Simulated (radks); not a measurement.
Results of a calculation; reference values are marked as such.
Task: Valence configurations of Gd2+ (all share [Xe]). Level of theory: Dirac Kohn-Sham, BLYP, spin-unpolarised, spherical densities, point nucleus; open shells fill j = l - 1/2 first (a radial shooting solver on a logarithmic mesh with Libxc functionals). Order these by energy: 4f6 5d1 6s1; 4f7 6s1; 4f6.5 5d1 6s0.5; 4f7 5d1; 4f6 5d2; 4f6 5d1.5 6s0.5; 4f6 5d1 6p1; 4f8; 4f4 5d2 6p2; 4f6 6s2.

Result: From the lowest, in eV above it: 4f8 0.000; 4f7 5d1 4.162; 4f7 6s1 4.634; 4f6.5 5d1 6s0.5 8.335; 4f6 5d2 13.082; 4f6 5d1.5 6s0.5 13.667; 4f6 5d1 6s1 14.453; 4f6 6s2 16.674; 4f6 5d1 6p1 18.797; 4f4 5d2 6p2 67.836. NIST lists [Xe] 4f7 5d1 as the ground configuration; this level of theory puts 4f8 lower, by 4.162 eV. The energies are those of spherical spin-averaged densities, not of single terms.
